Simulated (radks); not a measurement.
Results of a calculation; reference values are marked as such.
Te XVII, configuration [Kr] (the NIST ground configuration).

Code: a radial shooting solver on a logarithmic mesh with Libxc functionals. Model: scalar-relativistic Kohn-Sham, SCAN, spin-polarised, spherical densities, finite nucleus; meta-GGA in the generalised Kohn-Sham scheme; Fermi nuclear charge, rms radius 4.7423 fm.

Energy parts (Ry):
total: -13402.15752
kinetic: 14052.90692
electron-nucleus: -31363.86840
Hartree: 4234.07211
exchange-correlation: -325.26815

Orbitals (lengths in bohr, moments of r in powers of bohr; r(90%) holds 90 % of the orbital's charge):
\begin{tabular}{lrrrrr}
orbital & occ. & eigenvalue (Ry) & r(90%) & <r^4> & <r^2> \\ \hline
1s & 2 & -2357.925 & 0.0500 & 2.877e-06 & 0.001048 \\
2s & 2 & -387.6779 & 0.185 & 0.0004910 & 0.01690 \\
2p & 6 & -350.7716 & 0.170 & 0.0003549 & 0.01338 \\
3s & 2 & -99.93902 & 0.469 & 0.02062 & 0.1166 \\
3p & 6 & -87.83207 & 0.476 & 0.02158 & 0.1167 \\
3d & 10 & -69.74670 & 0.459 & 0.01863 & 0.1015 \\
4s & 2 & -37.45549 & 1.00 & 0.4429 & 0.5614 \\
4p & 6 & -33.29310 & 1.05 & 0.5302 & 0.6099 \\
\end{tabular}

The highest occupied level is 4p at -452.98 eV. Summed over all electrons, <r^2> = 6.846 bohr^2, which gives a Langevin (diamagnetic) susceptibility term of -5.42 x 10^-6 cm^3/mol. The density falls to 0.001 e/bohr^3 at r = 1.73 bohr.

Empty levels of this run are not shown, since the potential may be unsettled where no density lies.
